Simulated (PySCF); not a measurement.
pentalene (C8H6), SMILES C1=CC2=CC=CC2=C1. The structure is a stationary point at PBE-D3(BJ)/def2-SVP.

These are PBE-D3(BJ)/def2-SVP (PySCF) values and carry that method's errors.

Harmonic wavenumbers (cm⁻¹): 150, 288, 433, 500, 540, 638, 650, 679, 696, 762, 820, 840, 853, 892, 900, 906, 935, 938, 1026, 1054, 1096, 1147, 1218, 1276, 1291, 1360, 1498, 1502, 1604, 1612, 3139, 3140, 3156, 3157, 3176, 3176. Rotational constants (GHz): 5.189, 2.131, 1.511; symmetry number 2.

Work out the zero-point energy and the ideal-gas rigid-rotor harmonic-oscillator thermochemistry at 298.15 K and 1 atm.

ZPE = ½ Σ hcν = ½ × 47046 cm⁻¹ = 281.40 kJ/mol. H − E(el) = 299.23 kJ/mol. Entropy in J/(mol K): translation 166.44, rotation 108.69, vibration 39.77, total 314.91. G − E(el) = 205.34 kJ/mol. Cp = 108.44 J/(mol K). Modes under 150 cm⁻¹ make the vibrational entropy uncertain.
